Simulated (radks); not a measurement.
Valence configurations of Ga I (all share [Ar]). All-electron calculation, Dirac Kohn-Sham, PBE, spin-unpolarised, spherical densities, finite nucleus; open shells fill j = l - 1/2 first; Fermi nuclear charge, rms radius 3.9973 fm. Program: a radial shooting solver on a logarithmic mesh with Libxc functionals. Energies are relative to 3d10 4s2 4p1; eigenvalues in eV.

| valence | E (eV) | e(3d3/2) | e(3d5/2) | e(4p1/2) | e(4p3/2) | e(4s1/2) |
|---|---|---|---|---|---|---|
| 3d10 4s2 4p1 | 0.000 | -19.357 | -18.896 | -2.622 | - | -8.900 |
| 3d10 4s1 4p2 | 6.435 | -21.180 | -20.717 | -3.377 | - | -9.960 |
| 3d9.5 4s2 4p1.5 | 9.045 | -23.704 | -23.225 | -3.290 | - | -10.108 |
| 3d10 4p3 | 13.295 | -22.915 | -22.450 | -4.077 | -3.929 | - |
| 3d9.5 4s1 4p2.5 | 16.076 | -25.452 | -24.972 | -4.007 | -3.848 | -11.093 |
| 3d9 4s2 4p2 | 19.964 | -28.199 | -27.704 | -3.935 | - | -11.260 |
| 3d9.5 4p3.5 | 23.450 | -27.106 | -26.624 | -4.666 | -4.492 | - |
| 3d9 4s1 4p3 | 27.590 | -29.900 | -29.403 | -4.628 | -4.443 | -12.196 |
| 3d9 4p4 | 35.459 | -31.484 | -30.986 | -5.254 | -5.055 | - |
| 3d8 4s2 4p3 | 47.980 | -37.741 | -37.210 | -5.237 | -5.012 | -13.510 |

NIST lists [Ar] 3d10 4s2 4p1 as the ground configuration; this level of theory agrees among the configurations tried. The energies are those of spherical spin-averaged densities, not of single terms.
